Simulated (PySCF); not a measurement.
2,2-difluoro-1-silylethanone (C₂H₄F₂OSi), SMILES O=C([SiH3])C(F)F. Heavy atoms are numbered as in [O:1]=[C:2]([SiH3:3])[CH:4]([F:5])[F:6]. Hydrogens are named by the atom that carries them.

The structure is a stationary point at PBE-D3(BJ)/def2-SVP. One conformer was computed; it need not be the lowest.

Level of theory: B3LYP/pcSseg-1 in PySCF.

GIAO shieldings, no solvent; atoms alike by connectivity are averaged. δ = σ(ref) − σ: ¹⁷O against H2O (σ = 333.8 ppm); ¹³C against TMS (σ = 181.3 ppm); ²⁹Si against TMS (σ = 338.7 ppm); ¹⁹F against CFCl3 (σ = 161.7 ppm); ¹H against TMS (σ = 31.68 ppm), references at their B3LYP-D3(BJ)/def2-TZVP geometries, non-relativistic.

```json
[
 {"atoms": "O1", "nucleus": "¹⁷O", "count": "1", "δ (ppm)": "[?]"},
 {"atoms": "C2", "nucleus": "¹³C", "count": "1", "δ (ppm)": "239.5"},
 {"atoms": "C4 (CH)", "nucleus": "¹³C", "count": "1", "δ (ppm)": "122.0"},
 {"atoms": "Si3 (SiH3)", "nucleus": "²⁹Si", "count": "1", "δ (ppm)": "[?]"},
 {"atoms": "F5", "nucleus": "¹⁹F", "count": "2", "δ (ppm)": "-141.0"},
 {"atoms": "H on C4", "nucleus": "¹H", "count": "1", "δ (ppm)": "5.69"},
 {"atoms": "H on Si3", "nucleus": "¹H", "count": "3", "δ (ppm)": "[?]"}
]
```

**Question.** Some entries are withheld; supply them. (An estimate is asked for; the answer gives what the named calculation found.)

**Answer.** 
- H on Si3, δ (ppm): 4.58
- O1, δ (ppm): 853.2
- Si3 (SiH3), δ (ppm): -85.8
